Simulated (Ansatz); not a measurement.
BiClH2 (SMILES [Cl][BiH2]) moved off its minimum; all values from Ansatz (a first-principles code), cores frozen in correlated methods. Elements past Kr take the def2 small-core potentials, without spin–orbit coupling.
(charge 0, multiplicity 1)
```xyz
4

Bi    -0.2433    -0.4596     0.1911
H     -1.7498     0.3730    -0.5564
H     -0.1059    -1.6022    -0.6659
Cl     1.4756     1.1493    -1.0527
```

### Question
Give the forces (eV/Å), the total energy and the dipole at CCSD(T)/def2-TZVPPD.

### Answer

| atom | Fx | Fy | Fz |
|---|---|---|---|
| Bi1 | -0.481 | 9.146 | 5.652 |
| H2 | 0.700 | -0.611 | 0.058 |
| H3 | 0.784 | -7.476 | -6.294 |
| Cl4 | -1.003 | -1.058 | 0.584 |
Energy -674.5476 hartree, dipole 4.31 D.
